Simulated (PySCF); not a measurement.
(2R)-1,1-difluoro-2-methylcyclopropane (C4H6F2), SMILES C1C([C@@H]1C)(F)F.

Geometry optimised at PBE-D3(BJ)/def2-SVP.

Calculation: TDDFT-PBE/def2-SVPD (PySCF 2.14.0).

Vertical excitations. Isolated molecule, no solvent.

Computed UV-visible absorptions:
| state | energy (eV) | λ (nm) | f | main pairs |
|---|---|---|---|---|
| S1 | 6.75 | 184 | 0.012 | HOMO→LUMO 99 % |
| S2 | 7.40 | 168 | 0.006 | HOMO→LUMO+1 99 % |
| S3 | 7.53 | 165 | 0.020 | HOMO→LUMO+2 99 % |
| S4 | 7.59 | 163 | 0.007 | HOMO−1→LUMO 99 % |
| S5 | 7.84 | 158 | 0.014 | HOMO→LUMO+3 99 % |
| S6 | 8.11 | 153 | 0.008 | HOMO→LUMO+4 94 % |
| S7 | 8.23 | 151 | 0.020 | HOMO−1→LUMO+1 94 % |
| S8 | 8.42 | 147 | 0.015 | HOMO−1→LUMO+2 96 % |
| S9 | 8.65 | 143 | 0.002 | HOMO→LUMO+5 64 %, HOMO−1→LUMO+3 17 %, HOMO→LUMO+6 16 % |
| S10 | 8.70 | 143 | 0.020 | HOMO−1→LUMO+3 79 %, HOMO→LUMO+6 13 % |
| T1 | 6.60 | 188 | 0 | HOMO→LUMO 99 % |
| T2 | 7.16 | 173 | 0 | HOMO→LUMO+1 98 % |
| T3 | 7.42 | 167 | 0 | HOMO→LUMO+2 90 % |
| T4 | 7.44 | 167 | 0 | HOMO−1→LUMO 91 % |
Triplets are in the Tamm–Dancoff approximation, which puts them higher than full response would, so one can lie above its singlet here.
